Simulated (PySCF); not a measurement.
Vertical excitations of a molecule CH₈F₂Si₃ from TDA-CAM-B3LYP/def2-SVPD in PySCF 2.14.0, as energy in eV (oscillator strength): 5.87 (0.018), 6.73 (0.217), 6.81 (0.022), 7.19 (0.132), 7.40 (0.139), 7.56 (0.047). Lowest triplet (TDA): 5.19 eV. The structure is a stationary point at PBE0-D3(BJ)/def2-SVP. The values are those of a single conformer.

Pick the molecule that these values belong to.
(A) C[SiH]([SiH2]F)[SiH2]F
(B) C[SiH2][SiH2][SiH](F)F
(C) FC(F)[SiH2][SiH2][SiH3]
(D) FC[SiH2][Si@@H](F)[SiH3]

D, FC[SiH2][Si@@H](F)[SiH3]
